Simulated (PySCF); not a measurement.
# Radial density of Zn¹⁸⁺ (zinc, charge +18)

UHF, [Ne] 3s2, closed-shell 1S. Calculation: PySCF 2.14, in an even-tempered Gaussian basis (18 s from 1.7 bohr⁻², ratio 2.5; 11 p from 2.2 bohr⁻², ratio 2.5; 5 d from 8.7 bohr⁻², ratio 2.7; 4 f from 13 bohr⁻², ratio 2.7); the spin-free X2C one-electron Hamiltonian (Gaussian nucleus).

```json
{"r (bohr)": "0.000685", "4πr²ρ (e/bohr)": "0.1709"}
{"r (bohr)": "0.00115", "4πr²ρ (e/bohr)": "0.4353"}
{"r (bohr)": "0.00194", "4πr²ρ (e/bohr)": "1.088"}
{"r (bohr)": "0.00326", "4πr²ρ (e/bohr)": "2.646"}
{"r (bohr)": "0.00548", "4πr²ρ (e/bohr)": "6.128"}
{"r (bohr)": "0.00923", "4πr²ρ (e/bohr)": "13.04"}
{"r (bohr)": "0.0155", "4πr²ρ (e/bohr)": "24.04"}
{"r (bohr)": "0.0261", "4πr²ρ (e/bohr)": "34.81"}
{"r (bohr)": "0.0439", "4πr²ρ (e/bohr)": "34.95"}
{"r (bohr)": "0.0738", "4πr²ρ (e/bohr)": "27.70"}
{"r (bohr)": "0.124", "4πr²ρ (e/bohr)": "36.46"}
{"r (bohr)": "0.209", "4πr²ρ (e/bohr)": "34.18"}
{"r (bohr)": "0.351", "4πr²ρ (e/bohr)": "9.274"}
{"r (bohr)": "0.591", "4πr²ρ (e/bohr)": "4.585"}
{"r (bohr)": "0.994", "4πr²ρ (e/bohr)": "0.4240"}
{"r (bohr)": "1.67", "4πr²ρ (e/bohr)": "0.001430"}
```

Densities and radii are taken from the X2C orbitals without a picture-change correction, which distorts them close to the nucleus.
